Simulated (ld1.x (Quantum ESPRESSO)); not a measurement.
# samarium (Sm): variants of one TM semilocal potential

Base potential:

```json
{
  "Element": "Sm",
  "Generator": "ld1.x (Quantum ESPRESSO) 7.5",
  "Type": "norm-conserving Troullier–Martins (semilocal form)",
  "Functional": "PBE",
  "Relativity": "scalar-relativistic",
  "Frozen core": "[Kr] 4d10",
  "Valence charge": "16",
  "Reference configuration": "4f6 5s2 5p6 5d0 6s2 6p0",
  "Partial waves": "5p (bound): rc 2.75 bohr; 5d (bound, empty): rc 2.25 bohr; 4f (bound): rc 1.25 bohr; 5s (bound): rc 1.70 bohr",
  "Local potential": "the s channel",
  "Core correction": "a·sin(br)/r model core inside 1.25 bohr"
}
```

Occupied shells without a wave of their own: 6s. They enter only through the test configuration that unscreens the potential, and ld1.x also counts them in the model core charge.

Cutoffs, loose and tight: the cutoffs (Ry, on a coarse ladder) from which the occupation-weighted sum of valence levels, in a spherical-Bessel basis at the reference potential, stays within 10 and 1 mRy of its value at 400 Ry. They do not see the model core or the augmentation charge, which bear on the density cutoff. Test errors are all-electron minus pseudo excitation energies from the reference, over the configurations 4f6 5s2 5p6 5d0 6s1 6p0; 4f6 5s2 5p6 5d0 6s0 6p0; 4f5 5s2 5p6 5d0 6s0 6p0; 4f6 5s2 5p5 5d0 6s2 6p0; 4f5 5s2 5p6 5d0 6s2 6p0; 4f7 5s2 5p6 5d0 6s0 6p0; 4f6 5s2 5p6 5d0 6s1.5 6p0. A dash means not determined; rows that change the core or the reference have their own tests. The largest error is taken over the tests solved by every variant that gives reliable tests at all: 4f5 5s2 5p6 5d0 6s0 6p0; 4f5 5s2 5p6 5d0 6s2 6p0; 4f6 5s2 5p5 5d0 6s2 6p0; 4f6 5s2 5p6 5d0 6s0 6p0; 4f6 5s2 5p6 5d0 6s1 6p0; 4f6 5s2 5p6 5d0 6s1.5 6p0.

With those shells counted twice in exchange and correlation these files are broken, and their errors move erratically; no question is asked of them.

Cutoffs are not given where the Bessel-basis levels miss the radial ones by over 6 mRy, ghosts where they miss by over 20 mRy; a channel whose overlap is not positive is not tested.

A semilocal file is local in each channel, so a ghost entry of none says nothing of the separable form that plane-wave codes build from it.

```tsv
change	outcome	cutoff, loose	cutoff, tight	bound ghosts	largest test error (meV)
base	generated	230 Ry	over 300 Ry	none	-1140
wave 4f (bound): rc 1.25 bohr becomes 4f (bound): rc 0.84 bohr	generated	–	–	not determined	-1167
wave 4f (bound): rc 1.25 bohr becomes 4f (bound): rc 0.94 bohr	generated	–	–	none	-1167
wave 4f (bound): rc 1.25 bohr becomes 4f (bound): rc 1.08 bohr	generated	300 Ry	over 300 Ry	none	-1155
wave 4f (bound): rc 1.25 bohr becomes 4f (bound): rc 1.22 bohr	generated	230 Ry	over 300 Ry	none	-1144
wave 4f (bound): rc 1.25 bohr becomes 4f (bound): rc 1.32 bohr	generated	230 Ry	over 300 Ry	none	-1132
wave 4f (bound): rc 1.25 bohr becomes 4f (bound): rc 1.50 bohr	generated	180 Ry	260 Ry	none	-1098
wave 4f (bound): rc 1.25 bohr becomes 4f (bound): rc 1.62 bohr	generated	160 Ry	230 Ry	none	-1069
wave 4f (bound): rc 1.25 bohr becomes 4f (bound): rc 1.74 bohr	generated	140 Ry	200 Ry	none	-1031
wave 4f (bound): rc 1.25 bohr becomes 4f (bound): rc 1.84 bohr	generated	120 Ry	200 Ry	none	-1001
```

Reading the sweep of the f radius (base included, trends over the rows without a ghost): The loose cutoff falls from 300 Ry at 1.08 to 120 Ry at 1.84 bohr. A larger radius leaves more room for a smooth pseudo-wave, so fewer plane waves are needed; a smaller one forces it to follow the all-electron wave where it bends sharply. The median size of the test errors (rows with all tests solved) stays near 271.0 meV.
